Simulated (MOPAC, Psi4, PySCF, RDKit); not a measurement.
Internal rotation in SMILES C[CH2][GeH3]. Scanned: dihedral H4–C1–C2–Ge3; all other coordinates were relaxed at GFN2-xTB.

Atom numbering (GFN2-xTB optimised geometry, Å):
```
11

C     -1.3051     0.0808     0.2830
C     -0.4250    -0.0736    -0.9506
Ge     1.4997    -0.0284    -0.5157
H     -2.3602     0.0538     0.0149
H     -1.1031     1.0277     0.7814
H     -1.1122    -0.7215     0.9935
H     -0.6540    -1.0164    -1.4515
H     -0.6466     0.7226    -1.6641
H      2.3505    -0.1963    -1.7347
H      1.8700    -1.1149     0.4429
H      1.8861     1.2662     0.1256
```

Levels of theory: UFF // GFN2-xTB (RDKit); RHF/6-31G* = restricted Hartree-Fock/6-31G*, spherical d // GFN2-xTB (PySCF); PM3, restricted, heats of formation // GFN2-xTB (MOPAC); PBE0-D3(BJ)/def2-TZVP // GFN2-xTB (Psi4); PBE-D3(BJ)/def2-TZVP // GFN2-xTB (Psi4); MP2/cc-pVTZ = Psi4 1.11 with DF-MP2 (frozen core)/cc-pVTZ // GFN2-xTB.

Energies in kcal/mol, each method relative to its own lowest point.

```
φ / °   UFF  RHF/6-31G*   PM3  PBE0-D3(BJ)/def2-TZVP  PBE-D3(BJ)/def2-TZVP  MP2/cc-pVTZ
-----  ----  ----------  ----  ---------------------  --------------------  -----------
0      3.60        3.02  1.47                   2.73                  2.62         2.98
10     3.33        2.79  1.38                   2.52                  2.41         2.74
20     2.64        2.19  1.11                   1.96                  1.88         2.12
30     1.72        1.42  0.73                   1.26                  1.21         1.34
40     0.85        0.69  0.37                   0.61                  0.58         0.64
50     0.23        0.18  0.10                   0.16                  0.15         0.17
60     0.00        0.00  0.00                   0.00                  0.00         0.00
70     0.23        0.18  0.10                   0.17                  0.16         0.18
80     0.84        0.68  0.36                   0.61                  0.58         0.66
90     1.71        1.41  0.73                   1.26                  1.21         1.37
100    2.62        2.18  1.11                   1.97                  1.88         2.13
110    3.32        2.79  1.38                   2.52                  2.41         2.74
```

Root-mean-square difference from the MP2/cc-pVTZ profile, itself a level with limits, after the best constant shift (kcal/mol): UFF 0.22, RHF/6-31G* 0.03, PM3 0.53, PBE0-D3(BJ)/def2-TZVP 0.09, PBE-D3(BJ)/def2-TZVP 0.13.
